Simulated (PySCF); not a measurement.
1,2-difluorocyclopenta-1,3-diene (C5H4F2), SMILES FC1=C(F)CC=C1.

Geometry optimised at B3LYP-D3(BJ)/def2-SVP. Other conformers were not sampled.

Two levels are set side by side: PBE/def2-TZVP (PySCF) and CAM-B3LYP/def2-TZVP (PySCF). Same geometry, gas phase. Differences are taken from unrounded values.

```csv
quantity,CAM-B3LYP,PBE,PBE minus CAM-B3LYP
orbital gap (eV),8.04,3.58,-4.46
highest occupied level (eV),-7.73,-5.27,2.46
lowest empty level (eV),0.31,-1.69,-2.00
dipole moment (D),2.64,2.28,-0.35
mean polarisability (bohr³),54.7,56.7,2.0
```

Without exact exchange PBE keeps part of each electron's self-repulsion, which lifts occupied levels and narrows the gap. PBE's more diffuse valence density responds more strongly to a field. Differences between two approximate levels are no errors against the true value.

Rough cost on one machine, each run with all the roots and properties that it gave: CAM-B3LYP against PBE within a factor of 2.
